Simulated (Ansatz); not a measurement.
Species: HGeOBr, charge 0, singlet. HGeOBr (SMILES [OH][Ge][Br]).
B3LYP-D3(BJ)/def2-TZVP minimum from Ansatz (a first-principles code):
```xyz
4

Ge    -0.0607    -0.7385     0.7806
Br     0.2826     1.1539    -0.6047
O     -0.8553    -1.7649    -0.4611
H     -1.1063    -2.6359    -0.1283
```
Charge 0, spin multiplicity 1.

Total energies in cc-pVTZ, 18 correlated electrons, 29 frozen orbitals. Radicals and triplets start from unrestricted determinants; spin-orbit coupling is neglected. Correlated methods leave the cores frozen (noble-gas shells, and filled d and f shells in the p block). No relativity. Spin-orbit terms, left out, reach several kcal/mol for Br and I, and more for heavier atoms.

```tsv
method	program	energy (Eh)	minus CCSDT(Q) (mEh)
HF	Ansatz	-4723.41658	542.39
MP2	Ansatz	-4723.91386	45.10
CCSD	Ansatz	-4723.93504	23.93
CCSD(T)	Ansatz	-4723.95689	2.07
CCSDT(Q)	Ansatz	-4723.95897	0.00
```

Rough core times of Ansatz's runs on a shared machine: CCSD(T) under 20 s, CCSDT(Q) 20 min.
